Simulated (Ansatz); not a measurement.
Stepwise reaction of `[OH][In]([OH])[Cl]` with hydrogen sulfide, as a gas-phase model of exchange steps in deposition or etching. ΔE in kJ/mol.

Calculated with Ansatz (gas phase, PBE0-D4/def2-TZVP geometries, no zero-point term in ΔE). CCSD(T)/CBS adds triple-zeta CCSD(T) − MP2 to the extrapolated MP2 energy (def2 sets, frozen cores). This one scheme is used for every species. DFT in def2-TZVPP. B3LYP here is the variant with VWN-RPA as its local correlation; programs differ in this. Elements past krypton have def2 core potentials. For In outer-core shells are correlated without core-valence functions, which leaves a few kJ/mol of doubt a bond. One conformer a species, not always the lowest.

```csv
step,reaction,PBE-D4,B3LYP-D4,ωB97M-V,CCSD(T)/CBS
2,`[OH][In]([SH])[Cl]` + H₂S → `[SH][In]([SH])[Cl]` + H₂O,-64.0,-63.1,-63.3,-64.5
```

Q: Give the row of step 1, `[OH][In]([OH])[Cl]` + H₂S → `[OH][In]([SH])[Cl]` + H₂O. (An estimate is asked.)

A: The calculation gave: 
```
step                                                 reaction  PBE-D4  B3LYP-D4  ωB97M-V  CCSD(T)/CBS
   1  `[OH][In]([OH])[Cl]` + H₂S → `[OH][In]([SH])[Cl]` + H₂O   -70.4     -69.1    -69.4        -70.0
```

Q: By hand: ΔE of the 2 steps together at CCSD(T)/CBS.

A: (-70.0) + (-64.5) = -134.5 kJ/mol, or -67.2 kJ/mol a step.

In ΔE each step is higher than the one before. All are downhill at CCSD(T)/CBS. PBE-D4 differs from CCSD(T)/CBS by -0.4 to 0.5 kJ/mol a step. Isolated molecules leave out the surface, adducts and barriers. Largest T1 diagnostic: 0.016.
